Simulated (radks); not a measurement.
Values are calculated unless marked as measured or tabulated.
Question: Orbital eigenvalues (eV) of the potassium ion K2+, [Ne] 3s2 3p5, of relativity; Dirac values are averaged over j with weights 2j + 1. Spin-unpolarised spherical Kohn-Sham, PBE, point nucleus unless stated (finite: rms radius 3.4349 fm), a radial shooting solver on a logarithmic mesh with Libxc functionals. A level marked "c x" has the speed of light scaled by that factor and shares open shells by 2j + 1; other Dirac levels either fill j = l - 1/2 first or share by 2j + 1.

shell       non-rel.
1s           -3528.9
2s           -373.80
2p           -303.31
3s           -55.964
3p           -39.213
3d (empty)   -15.470
4s (empty)   -13.852

Give the values at the level "Dirac, 2j+1 shares, finite nucleus".

Answer: 
shell       Dirac, 2j+1 shares, finite nucleus  change of magnitude (%)
1s                                     -3545.7                    +0.48
2s                                     -376.69                    +0.77
2p                                     -303.48                    +0.05
3s                                     -56.316                    +0.63
3p                                     -39.208                    -0.01
3d (empty)                             -15.386                    -0.54
4s (empty)                             -13.907                    +0.39
